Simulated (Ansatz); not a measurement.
**Question.** Name a neutral molecule of Al, Cl, N, Si and H with size of the dipole moment (ωB97M-V/def2-TZVPP) between 1.60 and 1.90 D and LUMO energy (PBE/def2-TZVPP) between -2.20 and -1.90 eV (Ansatz, PBE0-D4/def2-TZVP geometry).

**Answer.** `[AlH2][NH][SiH2]Cl` (1.85 D, -1.93 eV). Other molecules can fit too; these were computed, each in one conformer that needn't be the lowest.
